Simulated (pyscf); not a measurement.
# H₂N–Ti(NH₂)(NH₂)–Cl, singlet

Gas-phase minimum from PySCF at ωB97X-D3(BJ)/def2-SVP, one conformer. 

```
Ti
N 1 1.8549
H 2 1.0162 1 126.62
H 2 1.0190 3 110.68 1 172.02
N 1 1.8551 2 107.05 3 -110.46
H 5 1.0162 1 126.55 2 4.36
H 5 1.0190 6 110.69 1 172.11
N 1 1.8552 2 106.99 3 4.07
H 8 1.0162 1 126.60 2 -110.45
H 8 1.0190 9 110.68 1 171.97
Cl 1 2.2371 2 111.77 3 126.82
```

Properties at ωB97X-D3(BJ)/def2-SVP:

```yaml
harmonic_wavenumbers_unscaled: 134, 134, 181, 188, 188, 294, 295, 376, 424, 448, 453, 453, 525, 525, 542, 747, 764, 764, 1493, 1493, 1496, 3577, 3577, 3580, 3688, 3688, 3689 cm⁻¹
zero_point_energy: 48.2 kcal/mol
rotational_symmetry_number: 3
Entropy of this conformer at 298 K and 1 atm, rigid rotor and harmonic oscillator, modes under 100 cm⁻¹ raised to 100: 369.9 J/(mol K)
dipole_moment: 3.28 D
```

Single-point totals, which compare only within one level:

```json
[
 {"level": "ωB97X-D3(BJ)/def2-TZVP", "total energy (hartree)": "-1477.83495"},
 {"level": "PBE/def2-TZVP", "total energy (hartree)": "-1477.20051"},
 {"level": "r²SCAN/def2-TZVP", "total energy (hartree)": "-1477.65687"},
 {"level": "B3LYP-D3(BJ)/def2-TZVP", "total energy (hartree)": "-1477.85277"},
 {"level": "PBE0-D3(BJ)/def2-TZVP", "total energy (hartree)": "-1477.25420"},
 {"level": "M06-2X/def2-TZVP", "total energy (hartree)": "-1477.65541"},
 {"level": "ωB97M-D3(BJ)/def2-TZVP", "total energy (hartree)": "-1477.91158"}
]
```

Soft torsions are taken as harmonic, which can shift the entropy by several J/(mol K).
